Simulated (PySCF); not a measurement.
**Electron correlation in B⁺ (boron, charge +1)**

[He] 2s1 3s1, high-spin 3S determinant (an excited configuration). Calculation: PySCF 2.14, in dyall-av3z; the spin-free X2C one-electron Hamiltonian (Gaussian nucleus). Frozen: 1s2; 2 electrons correlated; the 13 highest virtual orbitals of each spin left out.

With two correlated electrons CCSD is exact within the correlated space (frozen core and kept virtual orbitals).

```csv
level,correlation energy (mhartree)
CCSD,-8.48
```

Diagnostics: T1 = 0.012, D1 = 0.0247, largest double amplitude 0.076.

The outer electron is Rydberg-like, and this basis confines it to a smaller radius and binds it less than a complete one would.

Cost of the coupled-cluster step: roughly 2.2 core-seconds, for 2 correlated electrons.
